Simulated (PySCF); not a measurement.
# Computed records: AlBGeH₅O, CH₅AlGeO, AlGeH₄NO, Ge₂H₅O₂ and others

All values are calculated (PySCF 2.14.0). Calculation on a computer-drawn molecule: optimised geometry and harmonic frequencies of an isolated molecule of the commonest isotopes, restricted reference for singlets and unrestricted otherwise, frozen core in MP2; on germanium a core potential holds 10 electrons, which the energies leave out, and 3d is frozen in MP2 and coupled-cluster steps.

Common to all runs: method HF; basis and core potential on germanium cc-pVDZ-PP ECP10MDF.

(1) AlBGeH₅O

Start structure:
```xyz
9
AlBGeH5O
O     -0.1630     0.8859     2.6892
Al    -0.6521     1.0373     1.1944
B     -1.4756    -0.3656    -0.0751
Ge    -1.5581     0.3387    -1.8533
H      0.0945     0.8403     3.6487
H     -0.4516     2.5329     0.6442
H     -1.9962    -1.4348     0.1885
H     -0.9288     1.6641    -2.3718
H     -1.4164    -0.4206    -3.1876
```

```
charge                                        : 0
multiplicity                                  : 2
basis                                         : cc-pV(D+d)Z
rotational constants                          : 10.96, 1.072, 1.027 GHz
total energy                                  : -637.7543 hartree
spin squared                                  : 0.76
convergence status largest gradient component : 2.355e-05 hartree/bohr
```

Drawn bonds:
```csv
atom,other atom,order
1,2,1
2,3,1
3,4,1
1,5,1
2,6,1
3,7,1
4,8,1
4,9,1
```

Optimised structure:
```xyz
9
AlBGeH5O
O      0.4257     0.7270     2.2269
Al    -1.0195     1.1898     1.4676
B     -1.7426    -0.0364    -0.1182
Ge    -1.1006     0.0874    -2.0049
H      0.8649     1.1552     2.9428
H     -1.7387     2.5066     1.9847
H     -2.5953    -0.8680     0.0447
H     -0.0301     1.0668    -2.4890
H     -1.6111    -0.7501    -3.1774
```

Modes:
```csv
frequency (cm⁻¹),reduced mass (dalton)
28.93,3.701
108.7,3.415
164.8,1.863
224.9,1.075
291.5,1.7
373.3,1.327
420.2,1.673
492.8,1.257
570.4,1.097
604.7,1.719
666.4,1.37
709.6,2.45
744.5,1.429
876.3,3.355
949.3,1.306
973.7,1.248
1958,1.042
2225,1.024
2232,1.016
2692,1.09
4217,1.068
```

(2) CH₅AlGeO

Start structure:
```xyz
9
CH5AlGeO
O     -0.3219     0.3077     0.4371
Al     0.8409    -0.6150     1.1279
C      0.2140    -2.5730     1.8682
Ge     1.5847    -2.1846     3.1518
H     -0.9935     0.9247     0.0809
H      2.2279    -0.5213     0.6237
H     -0.8150    -2.1508     2.0775
H      0.1258    -3.6051     1.4443
H      0.8254    -0.3436     2.9656
```

```
charge                                        : 0
multiplicity                                  : 1
basis                                         : cc-pV(D+d)Z
rotational constants                          : 7.19, 2.247, 1.768 GHz
total energy                                  : -650.9726 hartree
convergence status largest gradient component : 1.627e-05 hartree/bohr
```

Drawn bonds:
```csv
atom,other atom,order
1,2,1
2,3,1
3,4,1
1,5,1
2,6,1
3,7,1
3,8,1
4,9,1
```

Optimised structure:
```xyz
9
CH5AlGeO
O      0.8476     0.3686     1.7009
Al     0.6874    -0.8341     0.4882
C      0.4998    -2.4277     1.5709
Ge     0.2833    -1.5039     3.3650
H      0.9179     1.3085     1.7126
H      0.6825    -0.4633    -1.0426
H     -0.3728    -3.0284     1.2920
H      1.3839    -3.0734     1.5703
H     -1.2413    -1.1074     3.1197
```

Modes:
```csv
frequency (cm⁻¹),reduced mass (dalton)
57.34,5.831
78.97,2.853
296.1,5.521
380.1,1.144
489.4,1.212
519.4,1.093
547.9,2.767
609.3,1.133
637,1.238
665.3,2.138
746,1.942
788.9,1.222
828.4,4.088
911.4,1.264
998.9,1.137
1486,1.096
1939,1.021
2010,1.044
3175,1.057
3232,1.104
4222,1.068
```

(3) AlGeH₄NO

Start structure:
```xyz
8
AlGeH4NO
O     -0.6344    -2.3660    -0.5585
Al    -0.7587    -0.9738    -1.4739
N      0.5009     0.3615    -1.4656
Ge     2.1397     0.8601    -0.7641
H     -0.5563    -3.1977    -0.1580
H     -1.9449    -0.7394    -2.2950
H      0.0853     1.0680    -2.0890
H      2.3178    -0.5198     0.0971
```

```
charge                                        : 0
multiplicity                                  : 1
basis                                         : cc-pV(D+d)Z
rotational constants                          : 9.897, 1.476, 1.285 GHz
total energy                                  : -667.0324 hartree
convergence status largest gradient component : 3.657e-05 hartree/bohr
```

Drawn bonds:
```csv
atom,other atom,order
1,2,1
2,3,1
3,4,1
1,5,1
2,6,1
3,7,1
4,8,1
```

Optimised structure:
```xyz
8
AlGeH4NO
O     -0.6390    -2.3317    -0.5672
Al    -0.8339    -0.9336    -1.4866
N      0.4251     0.3458    -1.5334
Ge     2.0622     0.5006    -0.7172
H      0.0956    -2.5661    -0.0250
H     -2.1569    -0.7693    -2.3133
H      0.2215     1.1472    -2.1102
H      1.9748    -0.8998     0.0459
```

Modes:
```csv
frequency (cm⁻¹),reduced mass (dalton)
109.6,2.583
126.6,6.681
251,1.22
290.2,5.005
434.4,1.196
532.5,3.624
546.1,1.277
612.2,1.278
735.3,1.197
764.8,1.094
836,2.345
878.5,1.653
928.3,4.847
1230,1.246
1939,1.022
2033,1.043
3746,1.075
4222,1.068
```

(4) Ge₂H₅O₂

Start structure:
```xyz
9
Ge2H5O2
O      1.9220    -1.3245     0.8855
Ge     1.6347     0.0246    -0.1487
O      0.3482     0.9970     0.2133
Ge    -0.9767     2.3887     0.3018
H      1.4340    -1.6198     1.7322
H      2.6117     0.1102    -1.2003
H     -1.6125     1.9960     1.5514
H     -0.1082     3.6263     0.1464
H     -1.7142     1.9849    -1.0945
```

```
charge                                        : 1
multiplicity                                  : 1
basis                                         : cc-pVDZ
rotational constants                          : 15.83, 0.8479, 0.8134 GHz
total energy                                  : -739.1787 hartree
convergence status largest gradient component : 4.505e-06 hartree/bohr
```

Drawn bonds:
```csv
atom,other atom,order
1,2,1
2,3,1
3,4,1
1,5,1
2,6,1
4,7,1
4,8,1
4,9,1
```

Optimised structure:
```xyz
9
Ge2H5O2
O      1.8904    -1.4878     0.6985
Ge     1.7170     0.0922     0.1031
O      0.2753     0.8815     0.3217
Ge    -0.9475     2.3019     0.1929
H      1.1679    -1.9138     1.1520
H      2.9275     0.6420    -0.5880
H     -1.2351     2.6139     1.6450
H     -0.1719     3.3735    -0.5503
H     -2.0845     1.6801    -0.5877
```

Modes:
```csv
frequency (cm⁻¹),reduced mass (dalton)
31.44,1.201
63.98,6.506
83.14,6.51
213.7,8.084
373.2,10.88
450.1,1.285
601,1.071
670.3,1.096
674.5,1.106
746.8,1.058
861.3,7.844
902.9,1.276
941.2,1.03
944.3,1.027
953.1,1.168
1089,4.565
2309,1.019
2329,1.016
2334,1.026
2401,1.021
4072,1.068
```

(5) AlClGeH₃O

Start structure:
```xyz
7
AlClGeH3O
O      0.0667     0.8071     1.4344
Ge    -1.1494     1.5171     0.3917
Al     0.1257     2.5473    -1.4861
Cl     1.2897     3.2903    -2.9680
H      0.2960     1.1662     2.2952
H     -1.9801     2.6077     1.0398
H     -1.8552     0.3240    -0.2017
```

```
charge               : 1
multiplicity         : 1
basis                : cc-pV(D+d)Z
total energy         : ?
rotational constants : ?
```

Drawn bonds:
```csv
atom,other atom,order
1,2,1
2,3,1
3,4,1
1,5,1
2,6,1
2,7,1
```

Question: AlClGeH₃O (entry 5): total energy?
Answer: -1071.2456 hartree

Question: AlClGeH₃O (entry 5): rotational constants?
Answer: 9.956, 0.87, 0.8087 GHz

Further results for AlClGeH₃O (entry 5):

```
convergence status largest gradient component : 2.156e-05 hartree/bohr
```

Optimised structure:
```xyz
7
AlClGeH3O
O      0.2749     1.2380     1.3216
Ge    -1.2250     1.5241     0.4355
Al     0.1551     2.5088    -1.4763
Cl     1.3682     3.2667    -2.9202
H      0.2392     0.8400     2.1845
H     -2.1031     2.6135     1.0172
H     -1.9159     0.2686    -0.0570
```

Modes:
```csv
frequency (cm⁻¹),reduced mass (dalton)
59.2,7.679
102.6,9.523
153.2,17.57
189.7,1.119
220.5,22.92
484.1,1.104
662.5,27.78
666.9,1.092
747.9,3.295
789.8,1.366
928.2,1.023
939.6,1.119
2308,1.014
2318,1.027
4097,1.067
```
